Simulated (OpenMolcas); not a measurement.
Computed transition rates of Os5+

* Program: OpenMolcas
* Method: MS-RASPT2, IPEA 0.25 Eh, imaginary shift 0.1 Eh (closed shells correlated: 5s)
* Basis: ANO-RCC-VQZP [9s8p6d4f3g2h]
* Scalar Hamiltonian: DKH2, point nucleus
* Active space: 9 electrons in 8 orbitals (RAS1 5p, at most 2 holes; RAS2 5d)
* State averaging: 2S+1 = 4 even, 10 roots; 2S+1 = 2 even, 40 roots
* Spin-orbit coupling: RASSI with atomic mean-field integrals over the reference wave functions, term energies averaged over their components

Rates come from the transition moments of the reference wave functions (E1 and E2 in the length form). At fixed line strength A goes as λ^-3 for E1 and M1 and as λ^-5 for E2, so a rate at the computed wavelength can be rescaled to the measured one. Measured vacuum wavelengths follow from level energies in the list in Brasseur, Palmeri and Quinet, Atoms 13, 11 (2025). Branching counts decays inside the model space alone, at computed energies, and the table is only a selection of the M1 lines, drawn from those between levels with measured partners whose computed energy lies within a factor of 1.5 of the measured one.

| Upper | Lower | Type | λ computed (nm) | λ measured (nm) | A computed (s-1) | A rescaled (s-1) | Branching % |
| --- | --- | --- | --- | --- | --- | --- | --- |
| 5d3 4F 9/2 [56 %] | 5d3 4F 7/2 | M1 | 3043 | 3092 | 6.57e-01 | 6.26e-01 | 100.0 |
| 5d3 4F 7/2 | 5d3 4F 5/2 | M1 | 1951 | 1981 | 4.73e+00 | 4.52e+00 | 100.0 |
| 5d3 4F 5/2 | 5d3 4F 3/2 | M1 | 1531 | 1563 | 1.03e+01 | 9.68e+00 | 100.0 |
| 5d3 2H 11/2 | 5d3 2H 9/2 [56 %] | M1 | 1205 | 1230 | 3.97e+00 | 3.73e+00 | 33.0 |
| 5d3 2H 9/2 [56 %] | 5d3 4F 9/2 [56 %] | M1 | 1040 | 1070 | 1.30e+01 |  | 51.7 |
| 5d3 2G 7/2 | 5d3 4F 7/2 | M1 | 848.1 | 871.4 | 9.69e+00 |  | 24.9 |
| 5d3 2P 1/2 [67 %] | 5d3 4P 1/2 [67 %] | M1 | 817.8 | 827.3 | 3.31e+01 |  | 93.1 |
| 5d3 2H 9/2 [56 %] | 5d3 4F 7/2 | M1 | 775.1 | 794.6 | 1.21e+01 |  | 48.3 |
| 5d3 2G 9/2 [57 %] | 5d3 2H 9/2 [56 %] | M1 | 754.9 | 769.8 | 2.54e+01 |  | 41.7 |
| 5d3 2G 9/2 [57 %] | 5d3 2G 7/2 | M1 | 696.5 | 709.2 | 2.71e+01 | 2.57e+01 | 44.4 |
| 5d3 2F 5/2 | 5d3 4P 5/2 | M1 | 651.8 | 676.9 | 6.57e+00 |  | 26.3 |
| 5d3 2G 7/2 | 5d3 4F 5/2 | M1 | 591.1 | 605.2 | 2.91e+01 |  | 74.9 |
| 5d3 4P 1/2 [67 %] | 5d3 4F 3/2 | M1 | 579.7 | 596.2 | 3.62e+00 |  | 85.1 |
| 5d3 2F 5/2 | 5d3 2G 7/2 | M1 | 572.2 | 599.5 | 3.63e+00 |  | 14.5 |
| 5d3 2H 11/2 | 5d3 4F 9/2 [56 %] | M1 | 558.1 | 572.2 | 8.04e+00 |  | 66.9 |
| 5d3 2F 7/2 | 5d3 2G 7/2 | M1 | 549.4 | 570.5 | 7.07e+00 |  | 26.8 |
| 5d3 4P 5/2 | 5d3 4F 5/2 | M1 | 524.9 | 542.6 | 1.63e+00 |  | 11.0 |
| 5d3 2D 5/2(2) | 5d3 2F 5/2 | M1 | 461.1 | 467.2 | 3.50e+01 |  | 20.3 |
| 5d3 2D 5/2(1) | 5d3 4F 7/2 | M1 | 417.4 | 435.3 | 2.80e+01 |  | 64.0 |
| 5d3 2G 9/2 [57 %] | 5d3 4F 7/2 | M1 | 382.4 | 391 | 6.08e+00 |  | 10.0 |
| 5d3 2F 7/2 | 5d3 4F 9/2 [56 %] | M1 | 374.4 | 388.1 | 1.19e+01 |  | 45.0 |
| 5d3 2D 5/2(1) | 5d3 4F 5/2 | M1 | 343.8 | 356.9 | 5.53e+00 |  | 12.7 |
| 5d3 2F 7/2 | 5d3 4F 5/2 | M1 | 284.7 | 293.7 | 3.56e+00 |  | 13.5 |
| 5d3 2D 5/2(2) | 5d3 4P 5/2 | M1 | 270.1 | 276.4 | 3.75e+01 |  | 21.7 |
| 5d3 2F 5/2 | 5d3 4F 3/2 | M1 | 244.4 | 252.5 | 7.48e+00 |  | 29.9 |

Spin-changing lines and M1 lines between different terms are not rescaled, since their strength hangs on the term gaps too.

The largest correction is for 5d3 4F 5/2 → 5d3 4F 3/2 (M1): 1.03e+01 × (1531 / 1563)^3 = 9.68e+00 s-1, a factor of 0.94.

The computed rate and branching of 5d3 4F 5/2 → 5d3 4F 3/2 give the upper level a radiative lifetime of 1.000 / 1.03e+01 s-1 = 9.71e-02 s, counting decays inside the model space alone. The rescaled rate gives about 1.0e-01 s.

These are rates of the free ion; in crystals, glasses and complexes forced electric-dipole and non-radiative decay shorten such lifetimes by orders of magnitude. No measured rate stands beside these. Rescaling mends the energy factor alone: line strengths can still be far off where a level mixes with configurations outside the active space, and weak or spin-changing lines hang on small mixing coefficients that depend on the term gaps too, so rescaling need not improve them.

CASPT2 breaks the degeneracy within a term, and the mean is taken; among the terms shown or strongly mixed into the levels shown the widest spread is 1100 cm-1 (5d3 4F). Active for correlation alone: 5p; no level in the range computed is led by a configuration that opens it, so any true level of that kind is missing. Computed and measured levels are paired by configuration, term and J; levels that our copy of the source lacks, or whose pairing is in doubt (as where it misses far off the trend of its configuration), stay unpaired. Levels of configurations outside the active space are missing.

A share in square brackets marks a mixed level and gives the weight of the term that names it. A number in round brackets counts repeated terms of one configuration in the order of the reference energies.
